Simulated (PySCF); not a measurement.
C₆H₈O₄.
Bonds: C1–O2, O2–C3, C3–O4 (double), C3–C5, C5–O6 (double), C5–O7, O7–C8, C8–C9, C9–C10, C8–C10. Hydrogens: H11, H12, H13 on C1; H14 on C8; H15, H16 on C9; H17, H18 on C10.

The same species was optimised twice, with GFN2-xTB and with PBE0-D3(BJ)/def2-SVP (PySCF), and the same property calculations (PySCF, gas phase) were run on both structures.

```tsv
coordinate	GFN2-xTB	PBE0-D3(BJ)/def2-SVP	change
C8–C10 (Å)	1.497	1.487	-0.010
O7–C8 (Å)	1.413	1.406	-0.007
C3–C5 (Å)	1.541	1.534	-0.007
C1–O2 (Å)	1.424	1.417	-0.007
C5–O7 (Å)	1.320	1.326	+0.006
C9–C10 (Å)	1.500	1.505	+0.005
C5=O6 (Å)	1.202	1.198	-0.004
C8–C9 (Å)	1.496	1.492	-0.004
C3=O4 (Å)	1.201	1.199	-0.002
O2–C3 (Å)	1.323	1.323	0.000
O7–C8–C10 (°)	116.6	115.3	-1.3
C1–O2–C3 (°)	116.3	115.7	-0.6
C5–O7–C8 (°)	118.4	117.8	-0.6
C9–C8–C10 (°)	60.1	60.7	+0.6
C3–C5–O6 (°)	123.8	124.3	+0.5
C8–C9–C10 (°)	59.9	59.5	-0.4
O4–C3–C5 (°)	124.0	124.5	+0.5
O2–C3–C5 (°)	110.4	110.0	-0.4
C1–O2–C3–O4 (°)	1	0	-1
O2–C3–C5–O6 (°)	26	-2	-28
C3–C5–O7–C8 (°)	-179	179	-2
C5–O7–C8–C9 (°)	-148	-130	+18
```

Rotational constants: A = 3813, B = 646.4, C = 589.4 MHz (GFN2-xTB) against A = 3928, B = 654.7, C = 589.5 MHz (PBE0-D3(BJ)/def2-SVP). Point groups within 0.08 Å: C1 and C1. Atoms that the bonding makes alike are paired by their places after alignment.

On the GFN2-xTB structure: HOMO (eV) -7.88 [PBE0/pcSseg-1]; LUMO (eV) -1.42 [PBE0/pcSseg-1]; dipole (D) 0.96 [PBE0/pcSseg-1]; GIAO shielding of C1 (ppm) 132.2 [PBE0/pcSseg-1]; GIAO shielding of O2 (ppm) 141.9 [PBE0/pcSseg-1]; GIAO shielding of C3 (ppm) 21.2 [PBE0/pcSseg-1]; GIAO shielding of O4 (ppm) -102.9 [PBE0/pcSseg-1]; GIAO shielding of C5 (ppm) 22.8 [PBE0/pcSseg-1]; GIAO shielding of O6 (ppm) -87.1 [PBE0/pcSseg-1]; GIAO shielding of O7 (ppm) 113.3 [PBE0/pcSseg-1]; GIAO shielding of C8 (ppm) 135.7 [PBE0/pcSseg-1].

Problem. What do these properties become on the PBE0-D3(BJ)/def2-SVP structure?

Solution. 
| property | level | on GFN2-xTB | on PBE0-D3(BJ)/def2-SVP | change |
| --- | --- | --- | --- | --- |
| HOMO (eV) | PBE0/pcSseg-1 | -7.88 | -7.91 | -0.03 |
| LUMO (eV) | PBE0/pcSseg-1 | -1.42 | -1.60 | -0.18 |
| dipole (D) | PBE0/pcSseg-1 | 0.96 | 0.30 | -0.66 |
| energy, GFN2-xTB geometry as zero (kcal/mol) | PBE0/pcSseg-1 | 0.0 | -0.5 | -0.5 |
| GIAO shielding of C1 (ppm) | PBE0/pcSseg-1 | 132.2 | 131.5 | -0.7 |
| GIAO shielding of O2 (ppm) | PBE0/pcSseg-1 | 141.9 | 141.8 | -0.1 |
| GIAO shielding of C3 (ppm) | PBE0/pcSseg-1 | 21.2 | 23.2 | +2.0 |
| GIAO shielding of O4 (ppm) | PBE0/pcSseg-1 | -102.9 | -103.6 | -0.7 |
| GIAO shielding of C5 (ppm) | PBE0/pcSseg-1 | 22.8 | 24.6 | +1.8 |
| GIAO shielding of O6 (ppm) | PBE0/pcSseg-1 | -87.1 | -88.1 | -1.0 |
| GIAO shielding of O7 (ppm) | PBE0/pcSseg-1 | 113.3 | 109.7 | -3.6 |
| GIAO shielding of C8 (ppm) | PBE0/pcSseg-1 | 135.7 | 135.9 | +0.2 |

The heavy atoms differ by 0.209 Å rms after alignment (one structure mirrored). Among bonds between heavy atoms C8–C10 changes most (-0.010 Å). Changes are differences of the printed values. Neither structure is proved a minimum here.

Conformer computed: `[CH3:1][O:2][C:3](=[O:4])[C:5](=[O:6])[O:7][CH:8]1[CH2:9][CH2:10]1`: C1–O2–C3–O4 0°, O2–C3–C5–O6 -2°, C3–C5–O7–C8 179°, C5–O7–C8–C9 -130°.
